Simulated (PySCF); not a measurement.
## Working out the ionisation energy of I

I [Kr] 4d10 5s2 5p5 (2P) → I+ [Kr] 4d10 5s2 5p4 (3P). All numbers are calculated (PySCF 2.14, scalar relativity through the core potential, in aug-cc-pV5Z-PP with ECP28MDF). Frozen: 4s2 4p6 4d10. Energies in hartree (1 hartree = 27.21139 eV):

| part | I (lower) | I+ (upper) |
| --- | --- | --- |
| UHF | -294.662628 | -294.312204 |
| MP2 opposite-spin | -0.109165 | -0.082549 |
| MP2 same-spin | -0.027624 | -0.021182 |

Question: What does Hartree-Fock give?

Answer: (-294.312204) − (-294.662628) = 0.350424 hartree = 9.536 eV.

Question: What do MP2 and SCS-MP2 (6/5 opposite-spin, 1/3 same-spin) give?

Answer: The opposite-spin parts differ by 0.724 eV and the same-spin parts by 0.175 eV. MP2: 9.536 + (0.724) + (0.175) = 10.435 eV. SCS-MP2: 9.536 + 1.2 × (0.724) + (0.175)/3 = 10.463 eV.

Measured between the centres of the two terms (NIST): 10.519 eV, so MP2 (valence) is off by -0.084 eV.

What remains against the reference includes basis incompleteness, the frozen core and correlation beyond second order.
